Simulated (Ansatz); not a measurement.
A reaction path, image by image

BNH₃ClO, closed shell, from BNH₃ClO ([NH2][B]([OH])[Cl]) to BNH₃ClO ([NH][B]([OH2])[Cl]); PBE0-D4/def2-SVP (Ansatz 0.2.0). Settings:

```yaml
hamiltonian: {xc: pbe0, dispersion: d4}
neb:
  images: 5
  climbing: true
  max_iterations: 40
  initial_path: idpp
```

First end:

B1  (0.057, 0.287, -0.091)
O2  (0.951, 0.724, 0.836)
N3  (-0.461, -1.005, -0.027)
H4  (-0.192, -1.647, 0.698)
Cl5  (-0.468, 1.374, -1.410)
H6  (1.234, 1.628, 0.686)
H7  (-1.121, -1.361, -0.692)
(Å)

Second end:

| atom | x (Å) | y (Å) | z (Å) |
| --- | --- | --- | --- |
| B1 | -0.3214 | 0.2134 | -0.3259 |
| O2 | 0.5524 | 0.3021 | 1.0207 |
| N3 | -0.6200 | -1.0516 | -0.5024 |
| H4 | 0.6472 | -0.6657 | 1.1378 |
| Cl5 | -0.4727 | 1.8428 | -0.9948 |
| H6 | 1.4154 | 0.7271 | 0.9257 |
| H7 | -1.2009 | -1.3681 | -1.2613 |

The ends were relaxed with PBE0-D4 in triple zeta, so they are not quite minima here (largest force components 0.21 and 0.22 eV/Å).

Energies along the converged band: It took 11 iterations. Path lengths are measured after rigid turns and shifts between images are taken out.
```json
{"image": "0", "path length (Å)": "0.00", "energy (eV)": "0.000"}
{"image": "1", "path length (Å)": "0.42", "energy (eV)": "0.120"}
{"image": "2", "path length (Å)": "0.85", "energy (eV)": "0.375"}
{"image": "3", "path length (Å)": "1.27", "energy (eV)": "0.854"}
{"image": "4", "path length (Å)": "1.69", "energy (eV)": "2.207"}
{"image": "5 (climbing)", "path length (Å)": "2.11", "energy (eV)": "3.020"}
{"image": "6", "path length (Å)": "2.65", "energy (eV)": "2.989"}
```
Energies count from the first end.

The images between the ends:
Image 1:
```xyz
7
angstrom
B -0.0353 0.3500 -0.0915
O 0.7620 0.7388 0.9434
N -0.4604 -0.9772 -0.0906
H -0.1031 -1.5550 0.6581
Cl -0.5240 1.4828 -1.3879
H 1.4221 1.3967 0.7243
H -1.0613 -1.4362 -0.7559
```

Image 2:
```xyz
7
angstrom
B -0.1015 0.4064 -0.1170
O 0.6282 0.7834 0.9829
N -0.4278 -0.9453 -0.1533
H -0.0297 -1.4183 0.6472
Cl -0.5992 1.5837 -1.3617
H 1.5145 1.0897 0.7867
H -0.9844 -1.4995 -0.7848
```

Image 3:
```xyz
7
angstrom
B -0.1574 0.4243 -0.1712
O 0.5603 0.7094 0.9871
N -0.4120 -0.9356 -0.2168
H 0.0719 -1.1654 0.6561
Cl -0.6265 1.7081 -1.2946
H 1.4990 0.8326 0.8406
H -0.9351 -1.5735 -0.8013
```

Image 4:
```xyz
7
angstrom
B -0.2225 0.3723 -0.2329
O 0.5399 0.5342 1.0053
N -0.4223 -0.9770 -0.2622
H 0.2105 -0.8738 0.7233
Cl -0.6166 1.7848 -1.1972
H 1.4716 0.7235 0.8688
H -0.9607 -1.5640 -0.9052
```

Image 5:
```xyz
7
angstrom
B -0.2946 0.3089 -0.2995
O 0.5424 0.3976 1.0296
N -0.4761 -1.0091 -0.3617
H 0.3910 -0.6587 0.8927
Cl -0.6091 1.8370 -1.1086
H 1.4671 0.6479 0.8872
H -1.0207 -1.5237 -1.0397
```

The band counts as converged below 0.05 eV/Å. Hardware: 2 CPU threads of an Arm Neoverse V1, shared host. Wall time about 100 s.
